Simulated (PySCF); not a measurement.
4,4-dichlorobut-1-ene (C4H6Cl2), SMILES C=CCC(Cl)Cl.

Geometry optimised at ωB97X-D3(BJ)/def2-SVP. One conformer was computed; it need not be the lowest.

Computed with TDA-ωB97X/def2-SVPD (PySCF).

Vertical excitations. The molecule is in vacuum.

Problem. Give excitation energies, oscillator strengths and character. (Estimate from the structure and the level; the computed values follow.)

Solution. 
| state | energy (eV) | λ (nm) | f | main pairs |
|---|---|---|---|---|
| S1 | 7.31 | 170 | 0.017 | HOMO−2→LUMO 35 %, HOMO−2→LUMO+1 27 %, HOMO→LUMO 13 % |
| S2 | 7.38 | 168 | 0.017 | HOMO−1→LUMO 41 %, HOMO−1→LUMO+1 35 % |
| S3 | 7.63 | 162 | 0.030 | HOMO−3→LUMO+1 24 %, HOMO−3→LUMO 22 %, HOMO−2→LUMO+1 11 %, HOMO−2→LUMO+3 7 % |
| S4 | 7.82 | 159 | 0.184 | HOMO→LUMO 22 %, HOMO−4→LUMO 18 %, HOMO−4→LUMO+1 15 %, HOMO−1→LUMO+1 10 % |
| S5 | 7.95 | 156 | 0.394 | HOMO→LUMO 41 %, HOMO→LUMO+1 11 %, HOMO−3→LUMO 7 % |
| S6 | 8.07 | 154 | 0.075 | HOMO→LUMO+2 74 % |
| S7 | 8.17 | 152 | 0.012 | HOMO−5→LUMO 38 %, HOMO−4→LUMO 13 %, HOMO−5→LUMO+1 7 % |
| S8 | 8.52 | 146 | 0.013 | HOMO→LUMO+1 33 %, HOMO−2→LUMO 17 %, HOMO−3→LUMO 10 %, HOMO−3→LUMO+1 6 % |
| S9 | 8.64 | 143 | 0.035 | HOMO−4→LUMO 11 %, HOMO−1→LUMO+1 10 %, HOMO−3→LUMO 10 %, HOMO−2→LUMO+1 9 % |
| S10 | 8.74 | 142 | 0.018 | HOMO→LUMO+4 38 %, HOMO→LUMO+5 24 % |
| T1 | 4.45 | 279 | 0 | HOMO→LUMO 62 %, HOMO→LUMO+1 16 % |
| T2 | 6.61 | 188 | 0 | HOMO−1→LUMO+1 27 %, HOMO−1→LUMO 26 %, HOMO−2→LUMO 10 %, HOMO−2→LUMO+1 8 % |
| T3 | 6.64 | 187 | 0 | HOMO−2→LUMO 25 %, HOMO−2→LUMO+1 19 %, HOMO−1→LUMO 11 %, HOMO−1→LUMO+1 11 % |
| T4 | 6.86 | 181 | 0 | HOMO−3→LUMO+1 26 %, HOMO−3→LUMO 20 %, HOMO−2→LUMO+1 9 %, HOMO−2→LUMO+3 8 % |
Triplets are in the Tamm–Dancoff approximation.
